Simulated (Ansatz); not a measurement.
Ansatz (a first-principles code) job for CH8N2O2Si, SMILES CN[Si](N)(O)O, B3LYP-D3(BJ)/def2-SVP. 

Ansatz 0.2 input:
```yaml
crystal:
  periodic: [false, false, false]
  atoms:
    - {symbol: C, position_ang: [2.31736191, 0.06896864, 0.59508878]}
    - {symbol: N, position_ang: [1.09592777, 0.74995415, 0.24519451]}
    - {symbol: Si, position_ang: [-0.39584169, -0.02486441, -0.10823071]}
    - {symbol: N, position_ang: [-1.34123439, 1.23049931, -0.82672303]}
    - {symbol: O, position_ang: [-1.24545055, -0.64609174, 1.15363705]}
    - {symbol: O, position_ang: [-0.07643868, -1.32460641, -1.03626133]}
    - {symbol: H, position_ang: [2.40878826, -0.10962454, 1.67412527]}
    - {symbol: H, position_ang: [2.33436050, -0.89148355, 0.08609439]}
    - {symbol: H, position_ang: [3.18141579, 0.65139530, 0.26760193]}
    - {symbol: H, position_ang: [1.07211545, 1.69766441, 0.58234172]}
    - {symbol: H, position_ang: [-0.92137122, 1.72055851, -1.59842860]}
    - {symbol: H, position_ang: [-2.29044644, 0.99413402, -1.06618992]}
    - {symbol: H, position_ang: [-1.61746103, -0.04131242, 1.78812171]}
    - {symbol: H, position_ang: [-0.23752885, -2.18463078, -0.65727530]}
basis:
  gaussian:
    orbitals: def2-SVP
hamiltonian:
  xc: b3lyp
  dispersion: d3bj
relax: {f_tol: 0.002, max_steps: 200}
```

It prints:

```
[...]
mean field: 0.63 GiB planned
mean field -16114.93108249 eV, -592.2127941890 hartree, gradient 4.3e-5 eV, S^2 0.000000; 0 other end points of the search recorded, 0 dependent functions left out
the calculation of the forces begins
reference -16114.93134343 eV, -592.2128037781 hartree; 29, 29 occupied and 99, 99 virtual orbitals, 1373 factors
relax step   3: F+E_penalty+E_count = -16115.44030002 eV  Δ(F+E_penalty+E_count) = -2.172e-2 eV  max|allowed force component| = 1.499e-1 eV/Å  Δτ_max = 0.0443 Å  (26 SCF iters, accepted)
these checks for a lower state are left out or cut short: starts, cluster_reference, orbital_swaps, neighbouring_geometries, increment
integrals: 0.10 GiB planned
1373 factors; integrals over basis functions are off by at most 4.2e-4 eV
mean field: 0.63 GiB planned
mean field evaluation 32: about -16114.9215 eV, gradient 1.5e-5 eV
mean field -16114.92151077 eV, -592.2124424346 hartree, gradient 1.5e-5 eV, S^2 0.000000; 0 other end points of the search recorded, 0 dependent functions left out
the calculation of the forces begins
reference -16114.92177055 eV, -592.2124519816 hartree; 29, 29 occupied and 99, 99 virtual orbitals, 1373 factors
relax step   4: F+E_penalty+E_count = -16115.43345265 eV  Δ(F+E_penalty+E_count) = +6.847e-3 eV  max|allowed force component| = 5.329e-1 eV/Å  Δτ_max = 0.0916 Å  (27 SCF iters, rejected (line search))
these checks for a lower state are left out or cut short: starts, cluster_reference, orbital_swaps, neighbouring_geometries, increment
integrals: 0.10 GiB planned
1373 factors; integrals over basis functions are off by at most 4.2e-4 eV
mean field: 0.62 GiB planned
mean field -16114.94098764 eV, -592.2131581963 hartree, gradient 5.0e-5 eV, S^2 0.000000; 0 other end points of the search recorded, 0 dependent functions left out
the calculation of the forces begins
reference -16114.94124843 eV, -592.2131677802 hartree; 29, 29 occupied and 99, 99 virtual orbitals, 1373 factors
relax step   5: F+E_penalty+E_count = -16115.45091866 eV  Δ(F+E_penalty+E_count) = -1.062e-2 eV  max|allowed force component| = 1.220e-1 eV/Å  Δτ_max = 0.0446 Å  (25 SCF iters, accepted)
these checks for a lower state are left out or cut short: starts, cluster_reference, orbital_swaps, neighbouring_geometries, increment
integrals: 0.10 GiB planned
1373 factors; integrals over basis functions are off by at most 4.3e-4 eV
mean field: 0.63 GiB planned
mean field -16114.94922854 eV, -592.2134610439 hartree, gradient 9.6e-6 eV, S^2 0.000000; 0 other end points of the search recorded, 0 dependent functions left out
the calculation of the forces begins
reference -16114.94948943 eV, -592.2134706313 hartree; 29, 29 occupied and 99, 99 virtual orbitals, 1373 factors
relax step   6: F+E_penalty+E_count = -16115.45846317 eV  Δ(F+E_penalty+E_count) = -7.545e-3 eV  max|allowed force component| = 5.464e-2 eV/Å  Δτ_max = 0.1000 Å  (28 SCF iters, accepted)
these checks for a lower state are left out or cut short: starts, cluster_reference, orbital_swaps, neighbouring_geometries, increment
integrals: 0.10 GiB planned
1373 factors; integrals over basis functions are off by at most 4.1e-4 eV
mean field: 0.62 GiB planned
mean field -16114.93233508 eV, -592.2128402207 hartree, gradient 6.6e-5 eV, S^2 0.000000; 0 other end points of the search recorded, 0 dependent functions left out
the calculation of the forces begins
reference -16114.93259613 eV, -592.2128498142 hartree; 29, 29 occupied and 99, 99 virtual orbitals, 1373 factors
relax step   7: F+E_penalty+E_count = -16115.44126338 eV  Δ(F+E_penalty+E_count) = +1.720e-2 eV  max|allowed force component| = 3.432e-1 eV/Å  Δτ_max = 0.0729 Å  (25 SCF iters, rejected (line search))
these checks for a lower state are left out or cut short: starts, cluster_reference, orbital_swaps, neighbouring_geometries, increment
integrals: 0.10 GiB planned
1373 factors; integrals over basis functions are off by at most 4.2e-4 eV
mean field: 0.63 GiB planned
mean field -16114.95119685 eV, -592.2135333781 hartree, gradient 4.7e-5 eV, S^2 0.000000; 0 other end points of the search recorded, 0 dependent functions left out
the calculation of the forces begins
reference -16114.95145773 eV, -592.2135429651 hartree; 29, 29 occupied and 99, 99 virtual orbitals, 1373 factors
relax step   8: F+E_penalty+E_count = -16115.46022756 eV  Δ(F+E_penalty+E_count) = -1.764e-3 eV  max|allowed force component| = 2.358e-2 eV/Å  Δτ_max = 0.0365 Å  (24 SCF iters, accepted)
these checks for a lower state are left out or cut short: starts, cluster_reference, orbital_swaps, neighbouring_geometries, increment
integrals: 0.10 GiB planned
1373 factors; integrals over basis functions are off by at most 4.3e-4 eV
mean field: 0.62 GiB planned
mean field -16114.95224568 eV, -592.2135719217 hartree, gradient 4.1e-5 eV, S^2 0.000000; 0 other end points of the search recorded, 0 dependent functions left out
the calculation of the forces begins
reference -16114.95250660 eV, -592.2135815106 hartree; 29, 29 occupied and 99, 99 virtual orbitals, 1373 factors
relax step   9: F+E_penalty+E_count = -16115.46087482 eV  Δ(F+E_penalty+E_count) = -6.473e-4 eV  max|allowed force component| = 2.185e-2 eV/Å  Δτ_max = 0.0430 Å  (25 SCF iters, accepted)
these checks for a lower state are left out or cut short: starts, cluster_reference, orbital_swaps, neighbouring_geometries, increment
integrals: 0.10 GiB planned
1373 factors; integrals over basis functions are off by at most 4.0e-4 eV
mean field: 0.62 GiB planned
mean field evaluation 64: about -16114.9471 eV, gradient 2.7e-5 eV
mean field -16114.94711049 eV, -592.2133832072 hartree, gradient 4.9e-5 eV, S^2 0.000000; 0 other end points of the search recorded, 0 dependent functions left out
the calculation of the forces begins
reference -16114.94737116 eV, -592.2133927865 hartree; 29, 29 occupied and 99, 99 virtual orbitals, 1373 factors
relax step  10: F+E_penalty+E_count = -16115.45619082 eV  Δ(F+E_penalty+E_count) = +4.684e-3 eV  max|allowed force component| = 4.628e-1 eV/Å  Δτ_max = 0.0329 Å  (24 SCF iters, rejected (line search))
these checks for a lower state are left out or cut short: starts, cluster_reference, orbital_swaps, neighbouring_geometries, increment
integrals: 0.10 GiB planned
1373 factors; integrals over basis functions are off by at most 4.2e-4 eV
mean field: 0.62 GiB planned
mean field -16114.95247529 eV, -592.2135803599 hartree, gradient 4.5e-5 eV, S^2 0.000000; 0 other end points of the search recorded, 0 dependent functions left out
the calculation of the forces begins
reference -16114.95273617 eV, -592.2135899470 hartree; 29, 29 occupied and 99, 99 virtual orbitals, 1373 factors
relax step  11: F+E_penalty+E_count = -16115.46110102 eV  Δ(F+E_penalty+E_count) = -2.262e-4 eV  max|allowed force component| = 4.168e-3 eV/Å  Δτ_max = 0.0157 Å  (25 SCF iters, accepted)
these checks for a lower state are left out or cut short: starts, cluster_reference, orbital_swaps, neighbouring_geometries, increment
integrals: 0.10 GiB planned
1373 factors; integrals over basis functions are off by at most 4.2e-4 eV
mean field: 0.63 GiB planned
mean field -16114.95247648 eV, -592.2135804037 hartree, gradient 5.8e-6 eV, S^2 0.000000; 0 other end points of the search recorded, 0 dependent functions left out
the calculation of the forces begins
reference -16114.95273731 eV, -592.2135899890 hartree; 29, 29 occupied and 99, 99 virtual orbitals, 1373 factors
relax step  12: F+E_penalty+E_count = -16115.46116753 eV  Δ(F+E_penalty+E_count) = -6.651e-5 eV  max|allowed force component| = 5.181e-3 eV/Å  Δτ_max = 0.0161 Å  (23 SCF iters, accepted)
these checks for a lower state are left out or cut short: starts, cluster_reference, orbital_swaps, neighbouring_geometries, increment
integrals: 0.10 GiB planned
1373 factors; integrals over basis functions are off by at most 4.3e-4 eV
mean field: 0.62 GiB planned
mean field -16114.95251478 eV, -592.2135818111 hartree, gradient 1.0e-5 eV, S^2 0.000000; 0 other end points of the search recorded, 0 dependent functions left out
the calculation of the forces begins
reference -16114.95277561 eV, -592.2135913965 hartree; 29, 29 occupied and 99, 99 virtual orbitals, 1373 factors
relax step  13: F+E_penalty+E_count = -16115.46118478 eV  Δ(F+E_penalty+E_count) = -1.725e-5 eV  max|allowed force component| = 5.661e-3 eV/Å  Δτ_max = 0.0075 Å  (22 SCF iters, accepted)
these checks for a lower state are left out or cut short: starts, cluster_reference, orbital_swaps, neighbouring_geometries, increment
integrals: 0.10 GiB planned
1373 factors; integrals over basis functions are off by at most 4.3e-4 eV
mean field: 0.62 GiB planned
mean field -16114.95249442 eV, -592.2135810627 hartree, gradient 1.0e-5 eV, S^2 0.000000; 0 other end points of the search recorded, 0 dependent functions left out
the calculation of the forces begins
reference -16114.95275523 eV, -592.2135906475 hartree; 29, 29 occupied and 99, 99 virtual orbitals, 1373 factors
relax step  14: F+E_penalty+E_count = -16115.46119188 eV  Δ(F+E_penalty+E_count) = -7.102e-6 eV  max|allowed force component| = 2.326e-3 eV/Å  Δτ_max = 0.0023 Å  (22 SCF iters, accepted)
these checks for a lower state are left out or cut short: starts, cluster_reference, orbital_swaps, neighbouring_geometries, increment
integrals: 0.10 GiB planned
1373 factors; integrals over basis functions are off by at most 4.3e-4 eV
mean field: 0.62 GiB planned
mean field -16114.95251177 eV, -592.2135817004 hartree, gradient 3.6e-5 eV, S^2 0.000000; 0 other end points of the search recorded, 0 dependent functions left out
the calculation of the forces begins
reference -16114.95277258 eV, -592.2135912850 hartree; 29, 29 occupied and 99, 99 virtual orbitals, 1373 factors
relax step  15: F+E_penalty+E_count = -16115.46119410 eV  Δ(F+E_penalty+E_count) = -2.213e-6 eV  max|allowed force component| = 8.283e-4 eV/Å  Δτ_max = 0.0012 Å  (19 SCF iters, accepted)
integrals: 0.10 GiB planned
1373 factors; integrals over basis functions are off by at most 4.3e-4 eV
mean field: 0.62 GiB planned
mean field evaluation 96: about -16081.9709 eV, gradient 1.3e2 eV
mean field -16114.95251177 eV, -592.2135817004 hartree, gradient 3.6e-5 eV, S^2 0.000000; 1 other end points of the search recorded, 0 dependent functions left out
the calculation of the forces begins
reference -16114.95277258 eV, -592.2135912850 hartree; 29, 29 occupied and 99, 99 virtual orbitals, 1373 factors
Total energy: -16115.46145491 eV, -592.2322850157 hartree
Atom 0 at     2.356276     0.093099     0.609109 Å, force    -0.000742    -0.000008     0.000141 eV/Å
Atom 1 at     1.083171     0.739644     0.357903 Å, force     0.000733    -0.000475     0.000194 eV/Å
Atom 2 at    -0.377651    -0.029048    -0.091186 Å, force     0.000447    -0.000828     0.000752 eV/Å
Atom 3 at    -1.319112     1.200301    -0.846191 Å, force     0.000036     0.000329    -0.000131 eV/Å
Atom 4 at    -1.349341    -0.707793     1.092658 Å, force     0.000174     0.000531    -0.000500 eV/Å
Atom 5 at     0.074184    -1.365164    -0.977534 Å, force    -0.000081     0.000206     0.000096 eV/Å
Atom 6 at     2.621913     0.049067     1.683400 Å, force     0.000006    -0.000012     0.000256 eV/Å
Atom 7 at     2.313375    -0.939090     0.232657 Å, force     0.000225     0.000168    -0.000107 eV/Å
Atom 8 at     3.186664     0.597873     0.082197 Å, force    -0.000374     0.000125    -0.000284 eV/Å
Atom 9 at     1.048783     1.725131     0.595284 Å, force    -0.000222     0.000026    -0.000127 eV/Å
Atom 10 at    -0.910127     1.742912    -1.600852 Å, force    -0.000245     0.000059    -0.000226 eV/Å
Atom 11 at    -2.307319     1.037929    -1.013965 Å, force    -0.000032     0.000095    -0.000037 eV/Å
Atom 12 at    -1.708721    -0.093328     1.742202 Å, force     0.000103    -0.000015     0.000206 eV/Å
Atom 13 at    -0.427900    -2.160973    -0.766583 Å, force    -0.000028    -0.000200    -0.000235 eV/Å
Dipole moment:    -0.204654     0.295723     0.096734 e Å
```

The run converged.

Cost: around 100 core-seconds (rough).
